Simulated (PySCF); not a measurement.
## Telling isomers of C5H14AlN apart by NMR

Gas phase, a single conformation, non-relativistic, fast rotation and ring inversion assumed for equivalent nuclei. PBE0/pcSseg-1 with gauge-including orbitals; geometry from PBE0-D3(BJ)/def2-SVP; PySCF 2.14.0 with density-fitted response routines.

Scale: 1H, 13C against TMS (reference shieldings calculated alike). Where no couplings were computed, multiplicities follow the n + 1 count of equivalent neighbours, and m marks all less simple cases (inequivalent or close neighbours, rings, F or P nearby). Shifts are as computed. Against solution values, carbons near 30 ppm lie about +2 ppm off and those near 130 ppm about +5 ppm. Of 1309 compounds with measured shifts, 239 miss one by over three times the rms of a fit or turn the order of signals round; such compounds aren't used in these exercises. OH and NH positions are gas-phase values without hydrogen bonding to other molecules.

(1) Tabulate the signals of `C[N@@H+]([AlH3-])C1CCC1`, `CC[CH2][AlH][N](C)C`, `C=[CH][Al@H-]([NH3+])[CH](C)C` and their relative energies.

(2) What is the quickest way to tell C[N@@H+]([AlH3-])C1CCC1 from CC[CH2][AlH][N](C)C?

(3) What is the quickest way to tell C[N@@H+]([AlH3-])C1CCC1 from C=[CH][Al@H-]([NH3+])[CH](C)C?

(4) What is the quickest way to tell CC[CH2][AlH][N](C)C from C=[CH][Al@H-]([NH3+])[CH](C)C?

Results:

(1) 
```json
{"SMILES": "C[N@@H+]([AlH3-])C1CCC1", "carbon types": "1×CH 3×CH2 1×CH3", "δC": "55.1, 33.8, 33.3, 31.3, 15.2", "δH": "3.84 (br, 3H), 2.96 (m, 1H), 2.49 (m, 1H), 2.38 (s, 3H), 2.22 (m, 1H), 1.75 (m, 1H), 1.66 (m, 1H), 1.63 (m, 1H), 1.44 (m, 1H), 0.93 (br s, 1H)", "E rel. (kcal/mol)": "26.2"}
{"SMILES": "CC[CH2][AlH][N](C)C", "carbon types": "2×CH2 3×CH3", "δC": "42.2, 22.7, 20.3, 11.6", "δH": "4.55 (br, 1H), 2.75 (s, 6H), 1.32 (m, 2H), 1.03 (t, 3H), 0.11 (m, 2H)", "E rel. (kcal/mol)": "0.0"}
{"SMILES": "C=[CH][Al@H-]([NH3+])[CH](C)C", "carbon types": "2×CH 1×CH2 2×CH3", "δC": "155.6, 145.8, 22.8, 22.3, 5.9", "δH": "6.52 (m, 1H), 6.51 (m, 1H), 6.18 (m, 1H), 4.07 (br, 1H), 1.65 (br s, 3H), 1.07 (d, 3H), 1.00 (d, 3H), 0.25 (m, 1H)", "E rel. (kcal/mol)": "10.2"}
```

Energies are electronic energies at PBE0/pcSseg-1 on these geometries, without zero-point or thermal terms, each for the one conformer computed, which needn't be the lowest.

(2) Count the carbon signals: 5 against 4. The first has an sp3 CH bonded to N at 55.1 ppm, the second a methyl carbon (CH3) at 22.7 ppm. Their most deshielded carbons lie at 55.1 and 42.2 ppm. In the proton spectra the most deshielded non-exchanging signals are 3.84 (br, 3H) and 4.55 (br, 1H).

(3) Both give the same number of carbon signals, but DEPT or the intensities differ. The first has an sp3 CH2 in a ring at 33.3 ppm, the second an alkene CH at 155.6 ppm. Their most deshielded carbons lie at 55.1 and 155.6 ppm. In the proton spectra the most deshielded non-exchanging signals are 3.84 (br, 3H) and 6.52 (m, 1H).

(4) Count the carbon signals: 4 against 5. The first has an sp3 CH2 at 20.3 ppm, the second an alkene CH at 155.6 ppm. Their most deshielded carbons lie at 42.2 and 155.6 ppm. In the proton spectra the most deshielded non-exchanging signals are 4.55 (br, 1H) and 6.52 (m, 1H).
